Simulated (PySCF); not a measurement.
Ligands exchanged one at a time, B SH-H. All species are isolated molecules in the gas phase. One relaxed conformer stands for each flexible species; it need not be the lowest. Strings in code marks are SMILES.

The T1 excitation (TDA) from two functionals at the same geometries (CAM-B3LYP-D3(BJ)/def2-TZVP), both in PySCF: PBE-D3(BJ)/def2-TZVP and CAM-B3LYP-D3(BJ)/def2-TZVP. Excitations are Tamm–Dancoff values on a coarser integration grid. The basis has no diffuse functions, so Rydberg states are missing or too high.

| species | PBE-D3(BJ)/def2-TZVP (eV) | CAM-B3LYP-D3(BJ)/def2-TZVP (eV) |
|---|---|---|
| 0 of 3 SH replaced by H (`B(S)(S)S`) | 4.48 | 5.07 |
| 1 of 3 SH replaced by H (`SBS` (H–S–B–S torsion 0°, S–B–S–H torsion 0°)) | 4.30 | 4.77 |
| 2 of 3 SH replaced by H (`SB` (H–B–S–H torsion 0°)) | 4.41 | 4.82 |

Over these rows, drawn at random from the members with no instability flagged (it was tested for open shells, ions and some series alone), PBE minus CAM-B3LYP-D3(BJ): mean -0.49 eV, from -0.59 eV to -0.41 eV.
